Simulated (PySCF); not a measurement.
Isomers of C7H11F, from PySCF 2.14.0, PBE0-D3(BJ)/def2-SVP geometry optimisation, gas phase. One conformer each, no zero-point energy, no frequencies.

Task: Which isomer lies lower at this level?
A. `[CH2:1]=[CH:2][C@H:3]([F:4])/[CH:5]=[CH:6]/[CH2:7][CH3:8]` with C1–C2–C3–F4 4°, C2–C3–C5–C6 -115°, C5–C6–C7–C8 122°: A = 5483, B = 791.2, C = 729.6 MHz, dipole 2.03 D
B. `F[C@]12CCC[C@H](C1)C2`: A = 3384, B = 2078, C = 1663 MHz, dipole 1.83 D

Result: B. That is `F[C@]12CCC[C@H](C1)C2`, 28.8 kcal/mol below the other.

| SMILES | mapped SMILES | E (Eh) | relative (kcal/mol) | relative (kJ/mol) | dipole (D) |
| --- | --- | --- | --- | --- | --- |
| F[C@]12CCC[C@H](C1)C2 | [F:1][C@:2]12[CH2:3][CH2:4][CH2:5][C@H:6]([CH2:7]1)[CH2:8]2 | -372.51722 | 0.0 | 0.0 | 1.83 |
| C=C[C@H](F)/C=C/CC | [CH2:1]=[CH:2][C@H:3]([F:4])/[CH:5]=[CH:6]/[CH2:7][CH3:8] | -372.47132 | 28.8 | 120.5 | 2.03 |

As drawn, the lower has a four-membered ring, which the higher lacks; the higher has a C=C bond outside aromatic rings, which the lower lacks.
